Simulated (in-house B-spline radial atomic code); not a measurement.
O+ is squeezed into an impenetrable sphere of radius R (the orbitals vanish at R). No spin polarisation. Level of theory: scalar-relativistic (X2C) PBE, spherical fractional occupations, Fermi nucleus of rms radius 2.6991 fm; calculated with a radial B-spline atomic code at the basis-set limit.

Energies in eV above the free ion in [He] 2s2 2p3:

| R (bohr) | highest level (eV) | [He] 2s2 2p3 | [He] 2s1 2p4 |
| --- | --- | --- | --- |
| 9.29 | -24.4 | 0 | 15.23 |
| 6.45 | -24.4 | 0.0005955 | 15.23 |
| 5.12 | -24.4 | 0.01558 | 15.25 |
| 4.41 | -24.3 | 0.08791 | 15.34 |
| 3.45 | -23.4 | 0.9008 | 16.29 |
| 3.23 | -22.8 | 1.538 | 17.02 |
| 2.53 | -18.2 | 8.601 | 24.66 |
| 2.11 | -10.6 | 24.81 | 41.39 |
| 1.8 | 0.969 | 55.57 | 72.12 |
| 1.5 | 22.5 | 125.5 | 140 |

Question: Does [He] 2s1 2p4 fall below [He] 2s2 2p3 under compression?

Answer: No, it stays above over the whole range.

The highest level is first positive in the row R = 1.8 bohr, pushed up by confinement above the zero of the free ion's potential. Each configuration is held fixed and needn't be the lowest in the sphere.
